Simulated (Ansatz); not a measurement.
Program: Ansatz. Geometries: PBE0-D4/def2-TZVP. ΔE: electronic, gas phase. CBS: MP2 limit from def2 TZ/QZ plus the TZ coupled-cluster correction, frozen cores. DFT in def2-TZVPP. B3LYP here is the variant with VWN-RPA as its local correlation; programs differ in this. For Ge outer-core shells are correlated without core-valence functions, which leaves a few kJ/mol of doubt a bond. Scalar relativity is left out up to krypton. Each species was taken in one conformer, which may not be the lowest.

Reaction (formal exchange of groups at a Ge–C bond): `N[CH2][GeH2][SiH3]` + `[GeH3][SiH2][GeH3]` → `[SiH3][GeH2][GeH2][SiH2][GeH3]` + CH₃NH₂

`N[CH2][GeH2][SiH3]`:

Z-matrix (Å, degrees):
```
C
Ge 1 1.972
N 1 1.455 2 109.1
H 1 1.099 2 109.8 3 127.2
H 1 1.093 2 106.4 3 -117.2
Si 2 2.379 1 108.2 3 49.4
H 2 1.542 1 110.0 3 172.3
H 2 1.545 1 108.8 3 -70.2
H 3 1.013 1 111.3 2 -175.0
H 3 1.012 1 111.1 2 65.9
H 6 1.485 2 110.8 1 -74.0
H 6 1.489 2 110.6 1 165.9
H 6 1.487 2 109.6 1 46.5
```

`[GeH3][SiH2][GeH3]`:

Z-matrix (Å, degrees):
```
Ge
Si 1 2.379
H 1 1.538 2 110.1
H 1 1.538 2 111.3 3 120.4
H 1 1.538 2 110.1 3 -119.3
Ge 2 2.379 1 110.5 3 59.7
H 2 1.489 1 109.5 3 -179.6
H 2 1.489 1 109.5 3 -61.1
H 6 1.538 2 110.1 1 -59.6
H 6 1.538 2 110.1 1 59.7
H 6 1.538 2 111.3 1 -180.0
```

`[SiH3][GeH2][GeH2][SiH2][GeH3]`:

Z-matrix (Å, degrees):
```
Si
Ge 1 2.378
H 1 1.487 2 109.3
H 1 1.487 2 109.6 3 118.9
H 1 1.487 2 111.5 3 -120.4
Ge 2 2.428 1 109.7 3 -59.0
H 2 1.540 1 110.6 3 179.0
H 2 1.541 1 109.7 3 60.2
Si 6 2.379 2 108.5 1 48.3
H 6 1.541 2 109.5 1 -72.6
H 6 1.540 2 109.9 1 168.8
Ge 9 2.379 6 109.4 2 50.7
H 9 1.489 6 111.2 2 172.4
H 9 1.489 6 108.7 2 -68.4
H 12 1.538 9 111.6 6 180.0
H 12 1.538 9 110.2 6 59.3
H 12 1.539 9 109.8 6 -59.7
```

CH₃NH₂:

Cartesian coordinates in Å:
```
C -0.051 0.502 -0.262
N -0.127 -0.882 0.175
H 0.601 1.151 0.341
H -1.052 0.939 -0.256
H 0.306 0.536 -1.293
H -0.467 -0.937 1.127
H 0.790 -1.309 0.168
```

(1) Is it downhill or uphill in electronic energy at CCSD(T)/CBS, and by how much? (Estimate.)

(2) What do these levels give: r2SCAN-D4, PBE0-D4, ωB97X-V, B2PLYP, r2SCAN, PBE0, B3LYP, SCS-MP2/def2-TZVPP, HF/def2-QZVPP, MP2/def2-QZVPP, HF/CBS(def2), MP2/CBS(def2)? (Estimate.)

Largest T1 diagnostic among the species: 0.012.

Results:

(1) Ansatz gave: Downhill: ΔE = -68.7 kJ/mol.

(2) The calculation gave: r2SCAN-D4 -68.0, PBE0-D4 -72.3, ωB97X-V -63.4, B2PLYP -63.4, r2SCAN -66.0, PBE0 -66.5, B3LYP -61.0, SCS-MP2/def2-TZVPP -64.1, HF/def2-QZVPP -57.3, MP2/def2-QZVPP -69.9, HF/CBS(def2) -57.2, MP2/CBS(def2) -71.3 kJ/mol.

The D4 term adds −9.1 kJ/mol with B3LYP and −5.8 kJ/mol with PBE0; it sums over pairs of atoms, weighted by their polarisabilities, and B3LYP, whose exchange is more repulsive, gets the larger term. In def2-TZVPP, CCSD(T) changes the Hartree–Fock value by −8.0 kJ/mol (the triples alone add −1.2 kJ/mol) and MP2 by −10.6 kJ/mol.
